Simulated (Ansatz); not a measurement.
`COB(F)OC` + HBr → `COB(Br)OC` + H–F  (ligand exchange at a B–F bond)

Isolated molecules relaxed with PBE0-D4/def2-TZVP in Ansatz; ΔE leaves out vibrations. CCSD(T)/CBS adds triple-zeta CCSD(T) − MP2 to the extrapolated MP2 energy (def2 sets, frozen cores). This one scheme is used for every species. DFT in def2-TZVPP. HSE06 is defined as in plane-wave codes. For Br outer-core shells are correlated without core-valence functions, which leaves a few kJ/mol of doubt a bond. Scalar relativity is left out up to krypton. One conformer a species, not always the lowest.

```csv
species,HSE06-D4 energy (Eh)
`COB(F)OC`,-354.86045
HBr,-2574.46326
`COB(Br)OC`,-2828.91136
H–F,-100.39003
```

(1) Work out ΔE.

Largest T1 diagnostic among the species: 0.012.

Results:

(1) ΔE = (-2828.91136) + (-100.39003) − (-354.86045) − (-2574.46326) = 0.02232 Eh = +0.61 eV. CCSD(T)/CBS gives +0.57 eV.

Leaving LDA and LC-ωPBE aside and taking each functional with its dispersion term where it has one, the values, not all of them listed here, spread over 0.23 eV, from revPBE-D4 to CAM-B3LYP-D4. In def2-TZVPP, CCSD(T) changes the Hartree–Fock value by −0.28 eV (the triples alone add −0.05 eV) and MP2 by −0.38 eV.
